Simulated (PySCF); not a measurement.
# Correlation energy of C (carbon, neutral)

[He] 2s2 2p2, high-spin 3P determinant. Computed with PySCF 2.14 in aug-cc-pVDZ (4s3p2d, 23 functions), with no relativity, point nucleus. Frozen: 1s2; 4 electrons correlated.

MP2 pair energies summed by pair of shells (mhartree):

| pair | energy | share (%) |
| --- | --- | --- |
| 2s-2p | -31.74 | 59.1 |
| 2s-2s | -16.11 | 30.0 |
| 2p-2p | -5.85 | 10.9 |

Total MP2 correlation energy: -53.70 mhartree.

Same-spin part -9.80 and opposite-spin part -43.90 mhartree; SCS-MP2 scales them by 1/3 and 6/5 to -55.95 mhartree.

| level | correlation energy (mhartree) |
| --- | --- |
| CCSD | -75.84 |
| (T) | -1.26 |
| CCSD(T) | -77.10 |

Diagnostics: T1 = 0.0096, D1 = 0.0172, largest double amplitude 0.078.

Is a single reference adequate?

Mostly. T1 lies below 0.03, but a double amplitude of this size points to a near-degeneracy that CCSD handles and MP2 describes poorly.
